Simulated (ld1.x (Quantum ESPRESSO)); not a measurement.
**F (Z = 9): one change to a TM potential, before and after**

| Property | Result |
| --- | --- |
| Element | fluorine |
| Generator | ld1.x (Quantum ESPRESSO) 7.5 |
| Type | norm-conserving Troullier–Martins (Kleinman–Bylander form) |
| Functional | PBEsol |
| Relativity | scalar-relativistic |
| Frozen core | [He] |
| Valence charge | 7 |
| Reference configuration | 2s2 2p3.5 (charge +1.5) |
| Partial waves | 2s (bound): rc 0.50 bohr; 2p (bound): rc 0.95 bohr |
| Local potential | all-electron potential smoothed inside 0.45 bohr (lloc = -2) |
| Core correction | Bessel-smoothed model core inside 0.50 bohr |

Change: wave 2p (bound): rc 0.95 bohr becomes 2p (bound): rc 1.28 bohr.

Cutoffs: the cutoffs (Ry, on a coarse ladder) from which the occupation-weighted sum of valence levels, in a spherical-Bessel basis at the reference potential, stays within 10 and 1 mRy of its value at 400 Ry; they do not see the model core or the augmentation charge, which bear on the density cutoff. Errors are all-electron minus pseudo energies relative to the spin-unpolarised reference configuration.

Task: What does the change do?

Result: Of the 7 tests that both files solve, the error grows in 7 and shrinks in 0 by more than 15 % and 0.3 meV (median size 14.5 → 46.0 meV); neither file shows a bound ghost. More of the atom is replaced by a form fitted at one configuration, so other configurations suffer.

```csv
quantity,base,changed
bound ghosts,none,none
"error for 2s2 2p5, meV [ΔE -35.87 eV]",+13,+42
"error for 2s2 2p4, meV [ΔE -16.56 eV]",+3.6,+10
"error for 2s2 2p3, meV [ΔE 21.72 eV]",+3.6,+16
"error for 2s2 2p1, meV [ΔE 167.80 eV]",+345,+1075
"error for 2s2 2p5.3, meV [ΔE -38.53 eV]",+14,+46
"error for 2s1 2p6, meV [ΔE -17.18 eV]",+53,+157
"error for 2s2 2p2, meV [ΔE 82.21 eV]",+72,+250
```
